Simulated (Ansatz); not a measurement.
Consider the silylene formation by 1,1-elimination: `N[SiH](F)Cl` → `F[Si]Cl` + NH₃.

Computed with Ansatz on PBE0-D4/def2-TZVP structures; ΔE is electronic, products minus reactants. CCSD(T)/CBS adds triple-zeta CCSD(T) − MP2 to the extrapolated MP2 energy (def2 sets, frozen cores). This one scheme is used for every species. DFT in def2-TZVPP. One conformer a species, not always the lowest.

`N[SiH](F)Cl`:

Z-matrix (Å, degrees):
```
Si
F 1 1.593
Cl 1 2.039 2 105.8
N 1 1.685 2 114.5 3 -118.7
H 1 1.471 2 106.2 3 118.7
H 4 1.006 1 122.2 2 81.4
H 4 1.006 1 121.7 2 -76.3
```

`F[Si]Cl`:

Z-matrix (Å, degrees):
```
Si
F 1 1.603
Cl 1 2.080 2 100.6
```

NH₃:

Cartesian coordinates in Å:
```
N -0.102 -0.102 0.242
H 0.673 0.531 0.398
H 0.234 -0.840 -0.363
H -0.805 0.411 -0.276
```

| species | B97M-V energy (Eh) |
| --- | --- |
| `N[SiH](F)Cl` | -906.10801 |
| `F[Si]Cl` | -849.45446 |
| NH₃ | -56.57145 |

(1) Work out ΔE.

Largest T1 diagnostic among the species: 0.014.

Results:

(1) ΔE = (-849.45446) + (-56.57145) − (-906.10801) = 0.08210 Eh = +2.23 eV. CCSD(T)/CBS gives +2.27 eV.

From r2SCAN to r2SCAN0 (25 % exact exchange), in def2-TZVPP and without D4, ΔE moves by +0.09 eV. At CCSD(T), def2-SVP lies −0.16 eV from the extrapolated value and def2-TZVPP −0.05 eV. The D4 term adds +0.12 eV with B3LYP and +0.06 eV with PBE0; it sums over pairs of atoms, weighted by their polarisabilities, and B3LYP, whose exchange is more repulsive, gets the larger term.

B3LYP here is the variant with VWN-RPA as its local correlation; programs differ in this.
